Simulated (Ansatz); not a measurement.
Reaction (substitution at a C–O bond): `CC[O][SbH][SiH3]` + `C[O][GeH]([OH])[O]C` → `CC[O][GeH]([O]C)[O]C` + `[OH][SbH][SiH3]`

Calculated with Ansatz (gas phase, PBE0-D4/def2-TZVP geometries, no zero-point term in ΔE). CCSD(T)/CBS is the MP2 limit (def2-TZVPP, def2-QZVPP) plus CCSD(T) − MP2 in def2-TZVPP, frozen cores. DFT in def2-TZVPP. B3LYP here is the variant with VWN-RPA as its local correlation; programs differ in this. def2 core potentials past Kr. For Ge, Sb outer-core shells are correlated without core-valence functions, which leaves a few kJ/mol of doubt a bond. Scalar relativity is left out up to krypton. One conformer a species, not always the lowest.

```
          level  ΔE (kJ/mol)  difference from CCSD(T)/CBS
      r2SCAN-D4          5.2                         -0.6
        PBE0-D4          5.4                         -0.4
       B3LYP-D4          5.1                         -0.7
         B2PLYP          5.5                         -0.3
         r2SCAN          5.5                         -0.3
           PBE0          5.3                         -0.5
          B3LYP          4.4                         -1.4
  HF/def2-TZVPP          2.3                         -3.5
CCSD/def2-TZVPP          4.6                         -1.2
  MP2/CBS(def2)          8.0                          2.2
    CCSD(T)/CBS          5.8                            0
```

Largest T1 diagnostic among the species: 0.014.
